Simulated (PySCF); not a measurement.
Co(SH)2 (quartet state).
Geometry (PBE0-D3(BJ)/def2-SVP, Å), atoms numbered from 1 in this order:
```
atom  x, y, z in Å
Co1    0.0132   -0.0174   -0.0126
S2    -0.0121    0.1254    2.1686
H3     1.2812    0.5214    2.2544
S4     0.0392   -0.1601   -2.1946
H5    -1.2466   -0.5798   -2.2780
```

Level of theory: PySCF 2.14.0, PBE0-D3(BJ)/def2-SVP geometry optimisation, gas phase.

(1) Which atoms are bound to Co1, and at what distances?

(2) What is the shape at Co1?

(3) What are the other bond lengths?

(4) What are the rotational constants (commonest isotopes, rigid rotor)?

## Answers

(1) 2 atoms: S2 2.186 Å, S4 2.187 Å. The nearest atom not counted as bound is H5, at 2.65 Å (others tie with it).

(2) Linear: angle 180.0°.

(3) S2–H3, S4–H5 1.355 Å.

(4) A = 141975, B = 1598, C = 1580 MHz: a near-prolate asymmetric top.

Point group: C2h (tolerance 0.08 Å). Charge 0, quartet. ⟨S²⟩ = 3.760 (exact for a quartet: 3.75). Stationary, but not proved a minimum.
